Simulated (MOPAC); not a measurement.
MOPAC input (MNDO):

```
MNDO 1SCF GEO-OK AUX(PRECISION=9) THREADS=1
C4H10Se

C    -1.44684500 1    2.40660900 1    0.53220300 1
C    -1.09095600 1    0.98759300 1    0.08017400 1
C    -1.94029300 1   -0.04659600 1    0.81887300 1
C     0.40422700 1    0.75382900 1    0.27654300 1
Se    0.96493100 1   -1.01505400 1   -0.43621500 1
H    -2.50608500 1    2.61130900 1    0.36553200 1
H    -1.24639600 1    2.53668000 1    1.59897400 1
H    -0.86923400 1    3.15587500 1   -0.01253400 1
H    -1.30380000 1    0.90714800 1   -0.99080500 1
H    -1.73294900 1   -0.01988200 1    1.89200200 1
H    -1.74509300 1   -1.06139500 1    0.46855900 1
H    -3.00352600 1    0.15431700 1    0.67706300 1
H     0.66461700 1    0.78844900 1    1.33415200 1
H     0.98315400 1    1.50484900 1   -0.25621500 1
H     2.39485200 1   -0.67413300 1   -0.49218600 1
```

From the output:

```
                                                       MOPAC v23.2.5 Linux

          FINAL HEAT OF FORMATION =         -7.13714 KCAL/MOL =     -29.86179 KJ/MOL

          COSMO AREA              =        140.48 SQUARE ANGSTROMS
          COSMO VOLUME            =        134.53 CUBIC ANGSTROMS

          IONIZATION POTENTIAL    =          8.742937 EV
          HOMO LUMO ENERGIES (EV) =         -8.743  0.106
          NO. OF FILLED LEVELS    =         16
          MOLECULAR WEIGHT        =        137.0830         POINT GROUP:  C1

          MOLECULAR DIMENSIONS (Angstroms)

            Atom       Atom       Distance
            H    15    H     6     5.96230
            H    11    H     8     4.05322
            H    13    H     9     2.68076

          SCF CALCULATIONS        =          1

   ATOM   CHEMICAL          X               Y               Z
  NUMBER   SYMBOL      (ANGSTROMS)     (ANGSTROMS)     (ANGSTROMS)

     1       C         -1.44684500  *   2.40660900  *   0.53220300  *
     2       C         -1.09095600  *   0.98759300  *   0.08017400  *
     3       C         -1.94029300  *  -0.04659600  *   0.81887300  *
     4       C          0.40422700  *   0.75382900  *   0.27654300  *
     5      Se          0.96493100  *  -1.01505400  *  -0.43621500  *
     6       H         -2.50608500  *   2.61130900  *   0.36553200  *
     7       H         -1.24639600  *   2.53668000  *   1.59897400  *
     8       H         -0.86923400  *   3.15587500  *  -0.01253400  *
     9       H         -1.30380000  *   0.90714800  *  -0.99080500  *
    10       H         -1.73294900  *  -0.01988200  *   1.89200200  *
    11       H         -1.74509300  *  -1.06139500  *   0.46855900  *
    12       H         -3.00352600  *   0.15431700  *   0.67706300  *
    13       H          0.66461700  *   0.78844900  *   1.33415200  *
    14       H          0.98315400  *   1.50484900  *  -0.25621500  *
    15       H          2.39485200  *  -0.67413300  *  -0.49218600  *

                             CARTESIAN COORDINATES

   1    C       -1.446845000     2.406609000     0.532203000
   2    C       -1.090956000     0.987593000     0.080174000
   3    C       -1.940293000    -0.046596000     0.818873000
   4    C        0.404227000     0.753829000     0.276543000
   5   Se        0.964931000    -1.015054000    -0.436215000
   6    H       -2.506085000     2.611309000     0.365532000
   7    H       -1.246396000     2.536680000     1.598974000
   8    H       -0.869234000     3.155875000    -0.012534000
   9    H       -1.303800000     0.907148000    -0.990805000
  10    H       -1.732949000    -0.019882000     1.892002000
  11    H       -1.745093000    -1.061395000     0.468559000
  12    H       -3.003526000     0.154317000     0.677063000
  13    H        0.664617000     0.788449000     1.334152000
  14    H        0.983154000     1.504849000    -0.256215000
  15    H        2.394852000    -0.674133000    -0.492186000

           Empirical Formula: C4 H10 Se  =    15 atoms

      MOLECULAR POINT GROUP   :   C1

                  EIGENVALUES
 -41.82980 -29.71605 -29.33093 -22.13225 -18.34924 -15.88379 -15.38871 -14.92102
 -14.06813 -13.82396 -13.14011 -12.94708 -12.51436 -12.22815 -11.62887  -8.74294
   0.10582   0.61798   3.33799   3.52922   3.78125   4.06446   4.21771   4.45866
   4.51495   4.66120   5.24268   5.44932   5.77618   5.87685

              NET ATOMIC CHARGES AND DIPOLE CONTRIBUTIONS

  ATOM NO.   TYPE          CHARGE      No. of ELECS.   s-Pop       p-Pop
    1          C           0.041049        3.9590     1.21271     2.74624
    2          C          -0.074230        4.0742     1.21120     2.86303
    3          C           0.035247        3.9648     1.21597     2.74878
    4          C          -0.040138        4.0401     1.24246     2.79768
    5         Se          -0.003246        6.0032     1.95044     4.05281
    6          H          -0.002680        1.0027     1.00268
    7          H          -0.005253        1.0053     1.00525
    8          H          -0.003994        1.0040     1.00399
    9          H           0.030240        0.9698     0.96976
   10          H          -0.002959        1.0030     1.00296
   11          H           0.003472        0.9965     0.99653
   12          H          -0.003760        1.0038     1.00376
   13          H           0.024308        0.9757     0.97569
   14          H           0.021347        0.9787     0.97865
   15          H          -0.019403        1.0194     1.01940
 DIPOLE           X         Y         Z       TOTAL
 POINT-CHG.    -0.422     0.248     0.124     0.504
 HYBRID         0.536     0.584     0.113     0.801
 SUM            0.115     0.831     0.237     0.872

          ATOMIC ORBITAL ELECTRON POPULATIONS

     Atom    s        px        py        pz
    1  C   1.21271   0.92176   0.90534   0.91914
    2  C   1.21120   0.93451   0.96422   0.96431
    3  C   1.21597   0.91555   0.91487   0.91836
    4  C   1.24246   0.94174   0.91284   0.94310
    5 Se   1.95044   1.03593   1.14489   1.87199
    6  H   1.00268
    7  H   1.00525
    8  H   1.00399
    9  H   0.96976
   10  H   1.00296
   11  H   0.99653
   12  H   1.00376
   13  H   0.97569
   14  H   0.97865
   15  H   1.01940

 **********************
 *                    *
 * JOB ENDED NORMALLY *
 *                    *
 **********************

 == MOPAC DONE ==
```

The geometry given is a B3LYP-D3(BJ)/def2-TZVP minimum.
